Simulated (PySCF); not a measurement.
**Ionisation energy of Bi⁺ by level of theory**

Bi⁺ [Xe] 4f14 5d10 6s2 6p2 (3P) → Bi²⁺ [Xe] 4f14 5d10 6s2 6p1 (2P), as a difference of total energies. All numbers are calculated (PySCF 2.14, the spin-free X2C one-electron Hamiltonian (Gaussian nucleus), in aug-cc-pwCVTZ-DK3 (11s10p8d5f1g, 125 functions)). Correlated levels: valence: [Xe] 4f14 5d10 frozen. The calculations carry no spin-orbit coupling.

| method | ionisation energy (eV) |
| --- | --- |
| UHF | 15.325 |
| MP2 (valence) | 15.608 |
| SCS-MP2 (valence) | 15.549 |
| CCSD (valence) | 15.643 |
| CCSD(T) (valence) | 15.659 |

How much does correlation contribute at CCSD(T) (valence)?

15.659 − (15.325) = 0.334 eV, measured against UHF.

Spin-orbit coupling is strong in these open shells (close to jj coupling). The scalar numbers leave it out and a first-order estimate fails, so it can dominate the gap to the real levels.

Errors of the correlated levels include the incompleteness of this basis and the frozen core.

For comparison: 16.703 eV (measured; NIST Atomic Spectra Database, ionization energies).
